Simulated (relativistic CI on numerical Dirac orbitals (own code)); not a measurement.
Co⁺ (3d8) in a crystal field

Calculated by Dirac-Coulomb-Breit CI, orbitals from a KLI potential per configuration, a model potential for QED, valence Slater integrals scaled by 0.75, one configuration in a parametric crystal field (own radial code).

Field parameters in Wybourne normalisation: D3d B²₀ = −7Dσ, B⁴₀ = −14Dq − 21Dτ, B⁴₃ = −14√(10/7) Dq. The field is a parameter set, without covalency.

S and J are read from ⟨S²⟩ = S(S + 1) and ⟨J²⟩ = J(J + 1) of each level; they are not fictitious spins.

D3d, 10Dq = 5800, Dσ = -1200, Dτ = 90 cm⁻¹, the lowest 10 levels:

```json
{"E (cm⁻¹)": "0.0", "Degeneracy": "1", "Irrep": "A1", "S": "1.00", "J": "3.42"}
{"E (cm⁻¹)": "18.9", "Degeneracy": "2", "Irrep": "E", "S": "1.00", "J": "3.38"}
{"E (cm⁻¹)": "5722", "Degeneracy": "2", "Irrep": "E", "S": "1.00", "J": "3.52"}
{"E (cm⁻¹)": "5901", "Degeneracy": "2", "Irrep": "E", "S": "1.00", "J": "3.30"}
{"E (cm⁻¹)": "6049", "Degeneracy": "1", "Irrep": "A2", "S": "1.00", "J": "3.14"}
{"E (cm⁻¹)": "6097", "Degeneracy": "1", "Irrep": "A1", "S": "1.00", "J": "2.95"}
{"E (cm⁻¹)": "7625", "Degeneracy": "2", "Irrep": "E", "S": "1.00", "J": "3.45"}
{"E (cm⁻¹)": "7719", "Degeneracy": "1", "Irrep": "A2", "S": "1.00", "J": "3.32"}
{"E (cm⁻¹)": "10079", "Degeneracy": "1", "Irrep": "A1", "S": "1.00", "J": "3.54"}
{"E (cm⁻¹)": "10213", "Degeneracy": "2", "Irrep": "E", "S": "0.98", "J": "3.08"}
```

D3d, 10Dq = 5800, Dσ = 1200, Dτ = 90 cm⁻¹, the lowest 10 levels:

| E (cm⁻¹) | Degeneracy | Irrep | S | J |
| --- | --- | --- | --- | --- |
| 0.0 | 2 | E | 1.00 | 3.42 |
| 17.6 | 1 | A1 | 1.00 | 3.37 |
| 5098 | 1 | A2 | 1.00 | 3.35 |
| 5098 | 2 | E | 1.00 | 3.31 |
| 6576 | 2 | E | 1.00 | 3.55 |
| 6740 | 2 | E | 1.00 | 3.30 |
| 6944 | 1 | A1 | 1.00 | 3.06 |
| 6974 | 1 | A2 | 1.00 | 3.03 |
| 10249 | 1 | A1 | 1.00 | 3.86 |
| 10550 | 2 | E | 1.00 | 3.41 |

D3d, 10Dq = 5800, Dσ = 980, Dτ = 90 cm⁻¹, the lowest 10 levels:

```json
{"E (cm⁻¹)": "0.0", "Degeneracy": "2", "Irrep": "E", "S": "1.00", "J": "3.42"}
{"E (cm⁻¹)": "15.1", "Degeneracy": "1", "Irrep": "A1", "S": "1.00", "J": "3.38"}
{"E (cm⁻¹)": "5197", "Degeneracy": "2", "Irrep": "E", "S": "1.00", "J": "3.33"}
{"E (cm⁻¹)": "5202", "Degeneracy": "1", "Irrep": "A2", "S": "1.00", "J": "3.36"}
{"E (cm⁻¹)": "6473", "Degeneracy": "2", "Irrep": "E", "S": "1.00", "J": "3.55"}
{"E (cm⁻¹)": "6641", "Degeneracy": "2", "Irrep": "E", "S": "1.00", "J": "3.29"}
{"E (cm⁻¹)": "6837", "Degeneracy": "1", "Irrep": "A1", "S": "1.00", "J": "3.07"}
{"E (cm⁻¹)": "6864", "Degeneracy": "1", "Irrep": "A2", "S": "1.00", "J": "3.05"}
{"E (cm⁻¹)": "10118", "Degeneracy": "1", "Irrep": "A1", "S": "1.00", "J": "3.84"}
{"E (cm⁻¹)": "10389", "Degeneracy": "2", "Irrep": "E", "S": "1.00", "J": "3.38"}
```

D3d, 10Dq = 5800, Dσ = 760, Dτ = 90 cm⁻¹, the lowest 16 levels:

```csv
E (cm⁻¹),Degeneracy,Irrep,S,J
0.0,2,E,1.00,3.42
12.1,1,A1,1.00,3.39
5319,2,E,1.00,3.36
5330,1,A2,1.00,3.37
6378,2,E,1.00,3.56
6550,2,E,1.00,3.29
6737,1,A1,1.00,3.07
6762,1,A2,1.00,3.06
9995,1,A1,1.00,3.80
10232,2,E,1.00,3.34
10505,1,A2,1.00,3.52
10813,1,A1,1.00,2.87
10885,2,E,0.94,2.74
11126,2,E,0.98,2.66
12478,2,E,0.23,2.59
16706,1,A1,0.20,2.32
```

D3d, 10Dq = 5800, Dσ = 550, Dτ = 90 cm⁻¹, the lowest 10 levels:

```json
{"E (cm⁻¹)": "0.0", "Degeneracy": "2", "Irrep": "E", "S": "1.00", "J": "3.42"}
{"E (cm⁻¹)": "9.0", "Degeneracy": "1", "Irrep": "A1", "S": "1.00", "J": "3.40"}
{"E (cm⁻¹)": "5456", "Degeneracy": "2", "Irrep": "E", "S": "1.00", "J": "3.39"}
{"E (cm⁻¹)": "5475", "Degeneracy": "1", "Irrep": "A2", "S": "1.00", "J": "3.38"}
{"E (cm⁻¹)": "6293", "Degeneracy": "2", "Irrep": "E", "S": "1.00", "J": "3.56"}
{"E (cm⁻¹)": "6470", "Degeneracy": "2", "Irrep": "E", "S": "1.00", "J": "3.27"}
{"E (cm⁻¹)": "6648", "Degeneracy": "1", "Irrep": "A1", "S": "1.00", "J": "3.07"}
{"E (cm⁻¹)": "6671", "Degeneracy": "1", "Irrep": "A2", "S": "1.00", "J": "3.06"}
{"E (cm⁻¹)": "9890", "Degeneracy": "1", "Irrep": "A1", "S": "1.00", "J": "3.76"}
{"E (cm⁻¹)": "10096", "Degeneracy": "2", "Irrep": "E", "S": "0.99", "J": "3.31"}
```

The free-ion ground term has S = 1. Every field shown keeps that spin.

Levels of this model without a field, named by their leading LS term (the scale mimics covalency, so terms lie below those of the real free ion): ³F4 0, ³F3 892, ³F2 1501, ¹D2 10884, ³P2 13260, ³P1 13562, ³P0 13739, ¹G4 16875 cm⁻¹.
